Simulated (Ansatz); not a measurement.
Mulliken charges of C2H3F2Ga, SMILES `F/C=[C](/F)[GaH2]` from PBE/def2-TZVPP in Ansatz (PBE0-D4/def2-TZVP geometry).

```tsv
atom	x (Å)	y (Å)	z (Å)	charge (e)
F1	-1.476	1.416	-0.157	-0.146
C2	-0.948	0.685	0.824	0.069
C3	0.036	-0.177	0.585	0.070
F4	0.483	-0.858	1.670	-0.174
Ga5	0.885	-0.546	-1.149	0.119
H6	-1.398	0.868	1.795	0.103
H7	2.033	-1.605	-1.155	-0.022
H8	0.386	0.217	-2.414	-0.018
```

By hand: the dipole of these point charges (1 e Å = 4.8032 D).

Σ q r = (-0.022, 0.033, -0.053) e Å, of length 0.066 e Å = 0.32 D.

How does the dipole of the full density compare? (Best estimate.)

Computed: (-0.054, 0.048, 0.011) e Å, 0.35 D; the point charges give 0.91 times that, at 63° from its direction.

Point charges leave out the atoms' own dipoles, such as those of lone pairs, and Mulliken's split depends on the basis, so the two needn't agree.
